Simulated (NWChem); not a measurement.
Species: CaH2SO; SMILES [SH][Ca][OH]

```xyz
5

Ca     0.4611    -0.4578     0.3387
O      0.2951    -2.3997    -0.0259
H      0.1492    -3.3196    -0.2481
S     -0.1672     2.0759     0.1921
H     -1.2316     1.8859    -0.6208
```
Atoms are numbered in this order, from 1.

Program: NWChem. Pople sets run with spherical d functions. STO-3G and 3-21G are far too small for this property and stand as cheap habits. The geometry was optimised at PBE0/def2-SVP. B3LYP is NWChem's, with the RPA form of VWN correlation. GIAO values for the isolated, static molecule; σ is the absolute isotropic shielding, δ = σ(reference) − σ with the isolated reference molecule computed at the same levels (1H: tetramethylsilane, 17O: water).

Problem. Order these runs by computing time, cheapest first, and give rough ratios: Hartree-Fock/STO-3G; Hartree-Fock/6-31G*; PBE0/pcSseg-2.

Solution. Hartree-Fock/STO-3G (1), Hartree-Fock/6-31G* (10), PBE0/pcSseg-2 (70). Ratios are rough, from one shared machine; the cheapest took around 2.6 core-seconds (rough). What differs between the cheapest and the dearest: σ Ca1 (ppm) 1210.8 → 1024.2; δ O2 (ppm) -152.9 → 113.8; δ H3 (ppm) -8.11 → -0.74; σ S4 (ppm) 1272.8 → 730.0.
